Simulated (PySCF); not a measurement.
SMILES ClCCC(C)C, singlet (GFN2-xTB optimised geometry):

```
17

C     -0.657    -1.479    -1.220
C     -0.135    -0.723     0.000
C      1.392    -0.723     0.000
C     -0.705     0.701     0.000
C     -0.408     1.497     1.259
Cl    -1.146     0.736     2.697
H     -0.282    -2.500    -1.224
H     -1.744    -1.514    -1.218
H     -0.330    -0.991    -2.137
H     -0.486    -1.234     0.902
H      1.773    -0.162    -0.851
H      1.788    -0.284     0.912
H      1.764    -1.742    -0.068
H     -1.788     0.647    -0.131
H     -0.292     1.255    -0.847
H     -0.831     2.500     1.193
H      0.661     1.566     1.456
```

Computed with CAM-B3LYP/def2-SVP (PySCF).

Problem. What are the frontier orbital energies and the dipole moment?

Solution. HOMO-2 -10.65 eV, HOMO-1 -9.48 eV, HOMO -9.39 eV, LUMO 2.52 eV, LUMO+1 2.92 eV; dipole moment 1.71 D.

Meta-Löwdin charges at CAM-B3LYP/def2-SVP: C1 -0.29, C2 -0.03, C3 -0.29, C4 -0.16, C5 -0.11, Cl6 -0.15, H7 0.09, H8 0.09, H9 0.09, H10 0.09, H11 0.09, H12 0.09, H13 0.10, H14 0.09, H15 0.09, H16 0.11, H17 0.11.
